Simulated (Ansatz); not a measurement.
Species: CsBr (charge 0, singlet). SMILES: [Br][Cs]
Geometry: optimised at B3LYP-D3(BJ)/def2-TZVP (Ansatz, a quantum-chemistry and plane-wave program).

Parts of the frozen-core correlation energy in def2-SVP (Ansatz, hartree). Frozen orbitals: 18; correlated occupied orbitals by spin: 4 and 4; virtual: 34 and 34. Spin-orbit coupling is left out. Past Kr the def2 sets carry scalar-relativistic core potentials.

```json
[
 {"term": "reference (HF)", "value": "-2592.05001"},
 {"term": "MP2 opposite-spin", "value": "?"},
 {"term": "MP2 same-spin", "value": "?"},
 {"term": "CCSD correlation", "value": "-0.13479"},
 {"term": "(T)", "value": "?"},
 {"term": "CCSDT minus CCSD(T)", "value": "-0.00016"},
 {"term": "T1 diagnostic", "value": "0.006"},
 {"term": "largest doubles amplitude", "value": "0.037"}
]
```

Question: What belongs in the gaps?

Answer: 
- MP2 opposite-spin, value: -0.09065
- MP2 same-spin, value: -0.03375
- (T), value: -0.00209
